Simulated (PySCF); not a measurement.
Electronic structure of Ge⁻ (germanium, charge -1) at the PW91 level

Configuration: [Ar] 3d10 4s2 4p3, high-spin 4S determinant. Computed with PySCF 2.14 in aug-cc-pwCVTZ-PP with ECP10MDF (8s7p6d4f1g, 96 functions), with a scalar-relativistic core potential.

```
Total energy                : -294.7088 hartree
One-electron energy         : -527.7629 hartree
Hartree (Coulomb) energy    : 258.1332 hartree
Exchange-correlation energy : -25.0791 hartree
⟨S²⟩                        : 3.7507
⟨L²⟩                        : 0.000
Sum of ⟨r⟩                  : 27.29 bohr
Sum of ⟨r²⟩                 : 68.15 bohr²
```

| shell | electrons | mean orbital energy (eV) | rms radius, mean of both spins (bohr) |
| --- | --- | --- | --- |
| 3s α | 1 | -158.53 | 0.675 |
| 3s β | 1 | -158.45 | 0.675 |
| 3p α | 3 | -108.31 | 0.707 |
| 3p β | 3 | -108.23 | 0.707 |
| 3d α | 5 | -23.039 | 0.825 |
| 3d β | 5 | -22.870 | 0.825 |
| 4s α | 1 | -6.076 | 2.35 |
| 4s β | 1 | -4.436 | 2.35 |
| 4p α | 3 | 1.140 | 3.93 |

Energies and moments cover only the electrons outside the core potential. At PW91 the highest occupied level has a positive energy, so only the finite basis holds that electron; in a semilocal or global hybrid functional this comes from self-interaction and does not mean that the real anion is unbound.
